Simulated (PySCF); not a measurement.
# Basis-set dependence of population analyses: `BN[SiH2]N`

Compound: BH₇N₂Si.
Numbering: `[BH2:1][NH:2][SiH2:3][NH2:4]` (hydrogens: H5, H6 on B1; H7 on N2; H8, H9 on Si3; H10, H11 on N4)

PBE0 throughout (PySCF), one geometry, spherical d and f functions. The structure is a single PBE0-D3(BJ)/def2-SVP conformer in the gas phase; no vibrational or solvent corrections. Atoms taken as equivalent share a column and are averaged. The first 7 of 8 kinds of atom are listed.

Mulliken charges (e):

```tsv
basis	functions	B1	N2	Si3	N4	H5/H6	H7	H8/H9
STO-3G	31	+0.130	-0.522	+0.840	-0.600	-0.072	+0.193	-0.122
6-31G	54	+0.263	-0.904	+0.988	-1.010	-0.054	+0.353	-0.131
pcSseg-0	54	+0.185	-1.035	+1.113	-1.070	0.000	+0.348	-0.096
6-31G*	74	+0.094	-0.670	+0.686	-0.926	-0.030	+0.357	-0.096
cc-pVDZ	95	-0.062	-0.128	+0.411	-0.308	-0.048	+0.115	-0.079
def2-SVP	95	-0.015	-0.285	+0.572	-0.418	-0.043	+0.158	-0.104
pcSseg-1	110	+0.131	-0.650	+0.836	-0.646	-0.022	+0.221	-0.125
6-311+G(2d,p)	158	+0.076	-0.714	+0.949	-0.829	-0.022	+0.249	-0.079
aug-cc-pVDZ	159	-1.127	-0.239	+0.299	-0.304	+0.508	-0.045	+0.231
def2-TZVP	172	-0.059	-0.341	+0.412	-0.638	-0.005	+0.229	-0.040
IGLO-III	219	+0.236	-0.647	+1.018	-0.696	-0.081	+0.203	-0.177
cc-pVTZ	222	-0.115	-0.135	+0.297	-0.354	-0.012	+0.144	-0.053
```

IAO charges (e):

```csv
basis,functions,B1,N2,Si3,N4,H5/H6,H7,H8/H9
STO-3G,31,+0.008,-0.567,+0.937,-0.704,-0.020,+0.214,-0.124
6-31G,54,-0.017,-0.610,+0.859,-0.821,-0.004,+0.276,-0.112
pcSseg-0,54,-0.031,-0.598,+0.885,-0.795,-0.006,+0.269,-0.116
6-31G*,74,+0.008,-0.640,+0.986,-0.841,-0.010,+0.269,-0.148
cc-pVDZ,95,-0.020,-0.625,+0.978,-0.833,-0.005,+0.271,-0.146
def2-SVP,95,-0.012,-0.623,+0.996,-0.826,-0.009,+0.269,-0.153
pcSseg-1,110,-0.012,-0.637,+1.004,-0.843,-0.006,+0.272,-0.151
"6-311+G(2d,p)",158,-0.011,-0.652,+1.020,-0.876,-0.004,+0.279,-0.153
aug-cc-pVDZ,159,-0.016,-0.638,+0.984,-0.865,-0.004,+0.277,-0.144
def2-TZVP,172,-0.009,-0.654,+1.032,-0.875,-0.005,+0.278,-0.157
IGLO-III,219,-0.011,-0.655,+1.029,-0.879,-0.004,+0.279,-0.155
cc-pVTZ,222,-0.011,-0.650,+1.018,-0.868,-0.005,+0.278,-0.154
```

Hirshfeld charges (e):

```csv
basis,functions,B1,N2,Si3,N4,H5/H6,H7,H8/H9
STO-3G,31,+0.079,-0.226,+0.520,-0.320,-0.089,+0.105,-0.084
6-31G,54,+0.090,-0.249,+0.404,-0.323,-0.068,+0.130,-0.079
pcSseg-0,54,+0.086,-0.238,+0.430,-0.320,-0.076,+0.126,-0.085
6-31G*,74,+0.096,-0.242,+0.373,-0.309,-0.068,+0.134,-0.082
cc-pVDZ,95,+0.094,-0.240,+0.398,-0.309,-0.072,+0.130,-0.086
def2-SVP,95,+0.095,-0.242,+0.404,-0.311,-0.073,+0.131,-0.088
pcSseg-1,110,+0.104,-0.255,+0.411,-0.319,-0.071,+0.127,-0.085
"6-311+G(2d,p)",158,+0.109,-0.269,+0.411,-0.319,-0.068,+0.128,-0.081
aug-cc-pVDZ,159,+0.104,-0.267,+0.414,-0.323,-0.067,+0.128,-0.080
def2-TZVP,172,+0.106,-0.263,+0.403,-0.319,-0.068,+0.130,-0.082
IGLO-III,219,+0.104,-0.264,+0.403,-0.319,-0.068,+0.129,-0.079
cc-pVTZ,222,+0.104,-0.259,+0.405,-0.320,-0.069,+0.130,-0.083
```

ESP-fitted charges (e):

| basis | functions | B1 | N2 | Si3 | N4 | H5/H6 | H7 | H8/H9 |
| --- | --- | --- | --- | --- | --- | --- | --- | --- |
| STO-3G | 31 | +0.096 | -0.383 | +0.841 | -0.884 | -0.102 | +0.215 | -0.147 |
| 6-31G | 54 | +0.242 | -0.637 | +0.908 | -1.214 | -0.109 | +0.336 | -0.159 |
| pcSseg-0 | 54 | +0.270 | -0.659 | +1.023 | -1.175 | -0.122 | +0.323 | -0.195 |
| 6-31G* | 74 | +0.179 | -0.477 | +0.675 | -1.037 | -0.096 | +0.299 | -0.129 |
| cc-pVDZ | 95 | +0.121 | -0.385 | +0.594 | -0.911 | -0.084 | +0.264 | -0.119 |
| def2-SVP | 95 | +0.130 | -0.409 | +0.682 | -0.951 | -0.088 | +0.267 | -0.141 |
| pcSseg-1 | 110 | +0.197 | -0.511 | +0.784 | -1.040 | -0.099 | +0.291 | -0.155 |
| 6-311+G(2d,p) | 158 | +0.160 | -0.455 | +0.677 | -1.033 | -0.087 | +0.288 | -0.128 |
| aug-cc-pVDZ | 159 | +0.164 | -0.441 | +0.683 | -1.003 | -0.091 | +0.276 | -0.131 |
| def2-TZVP | 172 | +0.160 | -0.438 | +0.672 | -1.018 | -0.090 | +0.282 | -0.131 |
| IGLO-III | 219 | +0.167 | -0.440 | +0.665 | -1.006 | -0.091 | +0.279 | -0.128 |
| cc-pVTZ | 222 | +0.158 | -0.427 | +0.662 | -0.972 | -0.091 | +0.274 | -0.132 |

Some averages cover members that differ in this geometry, most widely: H5/H6, Mulliken in aug-cc-pVDZ +0.389 to +0.628; H8/H9, Mulliken in aug-cc-pVDZ +0.213 to +0.249; H5/H6, ESP-fitted in 6-311+G(2d,p) -0.100 to -0.073; H5/H6, ESP-fitted in aug-cc-pVDZ -0.104 to -0.077 e.

Q: Which scheme is steadiest as the basis changes?

A: Largest range over the bases for any column: Hirshfeld 0.15 e, IAO 0.18 e, ESP-fitted 0.43 e, Mulliken 1.39 e. Hirshfeld charges move least and Mulliken charges most, counted in e. Without the minimal STO-3G basis the ranges are Hirshfeld 0.06, IAO 0.17, ESP-fitted 0.43, Mulliken 1.39 e.

Q: How much do the charges still move between the two largest bases, IGLO-III and cc-pVTZ?

A: At most, over all atoms: Mulliken 0.721 e, IAO 0.011 e, Hirshfeld 0.005 e, ESP-fitted 0.034 e.

Q: What do the same runs give for the total energy, the frontier levels and the dipole moment?

A: 
```csv
basis,energy (Eh),HOMO (eV),LUMO (eV),μ (D)
STO-3G,-422.7241,-4.12,4.22,2.87
6-31G,-427.7353,-7.28,0.54,2.65
pcSseg-0,-427.1790,-7.35,0.34,2.73
6-31G*,-427.8111,-7.38,0.52,2.68
cc-pVDZ,-427.8371,-7.40,0.26,2.69
def2-SVP,-427.6468,-7.46,0.23,2.71
pcSseg-1,-427.8165,-7.61,0.07,2.56
"6-311+G(2d,p)",-427.8986,-7.69,-0.19,2.38
aug-cc-pVDZ,-427.8540,-7.65,-0.29,2.35
def2-TZVP,-427.9119,-7.66,-0.04,2.48
IGLO-III,-427.9170,-7.67,-0.13,2.40
cc-pVTZ,-427.9091,-7.61,0.02,2.51
```

The dipole is fixed by the density alone, so its range of 0.52 D shows that the density itself changes with the basis, not only its division among atoms.
